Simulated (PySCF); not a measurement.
# Reading the logs of faulty runs: CGeH7OSi

All numbers below are calculated, not measured. They come from PySCF 2.14.0, an open-source quantum chemistry program, on an isolated molecule that a program drew, which may never have been made. The molecule is CGeH7OSi (charge 0, doublet), drawn as the SMILES string `[CH3][GeH][O][SiH3]`.

Each row is a Hartree-Fock (HF) and frozen-core CCSD(T) single point in the cc-pV(D+d)Z basis, meant for a local HF minimum. Run 1 is clean. Each other run has one planted mistake out of seven kinds, and not every kind appears here: one electron removed, one electron added, multiplicity raised by two, geometry at a saddle point, minimal basis STO-3G, one bond length entered in bohr, all coordinates scaled. The reference is restricted for singlets and unrestricted otherwise, and also for a bond in bohr. Adding or removing an electron swaps singlet and doublet. Electrons count all cores. HOMO and LUMO are orbital energies over both spins, the gradient is its largest component, and the lowest frequency (negative if imaginary) is given only where the gradient is small. Bond lengths are over the 10 bonds as drawn. T1 is the CCSD diagnostic: over 0.02 (restricted) or 0.045 (unrestricted) a single reference is doubtful. Germanium has the cc-pVDZ-PP basis, with a core potential (ECP10MDF) in place of its 10 inner electrons, and its 3s, 3p and 3d shells are frozen in CCSD(T).

Geometry of the clean run:
```xyz
11
CGeH7OSi, angstrom
C    -2.2929    0.1524   -0.6104
Ge   -0.5038    0.0130    0.1735
O     0.4766    1.2658   -0.6420
Si    1.9796    1.8864   -0.7865
H    -2.2124    0.0418   -1.6941
H    -2.7257    1.1270   -0.3843
H    -2.9417   -0.6306   -0.2143
H     0.1687   -1.3486   -0.1136
H     2.0003    2.8519   -1.9061
H     2.9714    0.8174   -1.0580
H     2.3879    2.5844    0.4558
```

```
run,electrons,basis functions,<S^2>,HOMO (eV),LUMO (eV),gradient (hartree/bohr),lowest frequency (cm^-1),mean bond (Å),longest bond (Å),T1,HF (hartree),CCSD(T) (hartree),mistake
1,67,109,0.754,-8.81,1.28,9.7e-06,30,1.4642,1.958,0.0136,-699.15723,-699.73629,no fault
2,67,109,1.539,-8.59,1.19,1.1e-02,-,1.5961,2.801,0.0473,-699.04195,-699.61489,one bond length entered in bohr
3,67,109,0.753,-8.70,1.45,2.3e-02,-,1.4247,1.905,0.0127,-699.14914,-699.72277,?
4,67,109,3.762,-3.17,-1.20,1.1e-01,-,1.4642,1.958,0.0620,-698.89788,-699.46800,?
```

**Which mistake was planted in run 3, and what did it cost?**

The mean and the longest bond both change by the same factor, 0.973, and the gradient is no longer small. So the mistake is: all coordinates scaled. Subtracting run 1 and multiplying by 627.51 kcal/mol a hartree, the energy moved by 5.1 kcal/mol in HF and 8.5 kcal/mol in CCSD(T).

**Which mistake was planted in run 4, and what did it cost?**

Electrons, basis and geometry are unchanged, and <S^2> is 3.762, beside S(S+1) = 3.75 for a multiplicity of 4. So the mistake is: multiplicity raised by two. Subtracting run 1 and multiplying by 627.51 kcal/mol a hartree, the energy moved by 162.7 kcal/mol in HF and 168.4 kcal/mol in CCSD(T).

Cautions from the logs. Run 2: T1 is over the limit, so its CCSD(T) energy is less reliable; run 4: T1 is over the limit, so its CCSD(T) energy is less reliable.
